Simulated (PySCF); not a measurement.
## Computed properties of GeFI, SMILES [F][Ge][I]

GeFI, SMILES [Ge]([F])[I] (connectivity only; charge and spin as stated), neutral, multiplicity 1. Coordinates come from a B3LYP-D3(BJ)/def2-TZVP optimisation. The def2 effective core potentials stand for the cores of I; spin–orbit coupling is left out. The values are those of a single conformer. All values are computed for the isolated molecule unless a solvent is named; none is compared with measurement here.

**Structure.** The optimised structure has Cs symmetry. All 3 harmonic modes at B3LYP-D3(BJ)/def2-TZVP (PySCF) are real, so it is a minimum. With heavy atoms numbered as in [Ge:1]([F:2])[I:3], the shortest bond between them is Ge1–F2 at 1.764 Å and the longest Ge1–I3 at 2.585 Å.

**Vibrations.** The strongest infrared lines (harmonic, unscaled, degenerate partners summed) lie at 650 cm⁻¹ (119 km/mol, F 79 %, Ge 21 %), 238 cm⁻¹ (48 km/mol, Ge 67 %, I 26 %). The softest mode is at 152 cm⁻¹ and the zero-point energy is 1.5 kcal/mol.

**Electronic structure.** HF/def2-TZVPD (PySCF) places the frontier levels at -9.99 and -0.22 eV, a gap of 9.77 eV, and gives a dipole moment of 2.41 D and a mean polarisability of 68.1 bohr³.

**Excitations.** TDDFT-CAM-B3LYP/def2-SVPD (PySCF) has S1 at 3.49 eV (355 nm, f = 0.007, weak); the most intense of the 10 singlets computed lies at 7.14 eV (f = 0.49). T1 (TDA) is at 2.64 eV. No vertical singlet excitation falls in the visible range (under 3.1 eV).
